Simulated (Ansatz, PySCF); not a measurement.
Gas-phase reaction in SMILES: Cl[Si]Br → Cl[Si]Br as doublet, charge -1 (an electron is taken up)
Geometries: B3LYP-D3(BJ)/def2-TZVP minima from Ansatz (a program for electronic structure). Unstable Hartree-Fock reference: Cl[Si]Br.

Property: adiabatic electron affinity (0 K, with B3LYP-D3(BJ) harmonic zero-point energies from PySCF), positive where the reaction releases energy, in eV. Valence correlation only, unless marked. UHF or UKS for open shells. Spin-orbit coupling is left out. Frozen are the shells of the preceding noble gas and the d and f shells that filled before the atom's block. Non-relativistic. Anions need diffuse functions: def2-D sets add few; the other sets have none. CBS marks a two-point X^-3 extrapolation of the correlation energy; Hartree-Fock from the larger set. The bracket is a focal-point correction in the basis named.

```json
[
 {"level": "HF/STO-3G", "program": "Ansatz", "adiabatic electron affinity (eV)": "-2.82"}
]
```

Problem. Estimate the value at RI-MP2/CBS(def2-TZVPPD,def2-QZVPPD)+[CCSD(T)-MP2]/def2-TZVPPD as computed with Ansatz.

Solution. 1.34 eV, so HF/STO-3G differs from it by -4.16 eV.
